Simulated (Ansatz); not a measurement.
C2H7FO2Si, SMILES C[C@@H](O)[Si@@H](O)F.

Geometry: PBE0-D3(BJ)/def2-SVP. The structure was generated by enumeration; whether it is a known compound was not checked. One conformer was computed; it need not be the lowest.

Two levels are set side by side: PBE/def2-SVPD (Ansatz, an electronic-structure program) and PBE0/def2-SVPD (Ansatz). Energy differences of separate SCF runs at the same geometry; the states with an electron removed or added have multiplicity 2 and 2. Differences are taken from unrounded values.

| quantity | PBE |
|---|---|
| vertical ionisation energy (eV) | 9.42 |
| vertical singlet–triplet gap (eV) | 5.85 |

**Question.** These are the PBE values. What does PBE0 give? (An estimate is asked for; the answer gives what the named calculation found.)

**Answer.** 
```csv
quantity,PBE0,PBE minus PBE0
vertical ionisation energy (eV),9.80,-0.37
vertical singlet–triplet gap (eV),6.37,-0.51
```
